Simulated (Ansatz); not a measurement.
Cartesian coordinates in Å:
```
N 0.2053 0.0444 2.0866
Sb -0.3667 1.0259 0.3948
C 0.4108 -0.4619 -0.9731
S -0.1207 -0.1269 -2.6639
H -0.4291 -0.6827 2.3886
H 0.3593 0.6736 2.8629
H -1.9498 0.3727 0.2776
H -0.0042 -1.4350 -0.7106
H 1.4961 -0.5179 -0.8936
H 0.3989 1.1078 -2.7693
```

Total charge 0; spin multiplicity 1. Sb takes the def2 core potential.

(1) List the r2SCAN/def2-TZVPP orbital energies in eV (Ansatz). (An estimate is asked.)

Answers

(1) Computed: Occupied: -2409.17, -384.94, -273.92, -213.57, -157.67, -157.57, -157.40, -153.74, -105.51, -105.47, -105.35, -33.77, -33.73, -33.63, -33.60, -33.54, -21.88, -20.31, -16.56, -14.02, -12.15, -11.52, -10.16, -9.77, -9.04, -8.07, -6.70, -6.27, -5.58. Lowest empty: -1.05, -0.84, 0.46, 0.75, 1.36, 1.82, 2.39, 2.44.
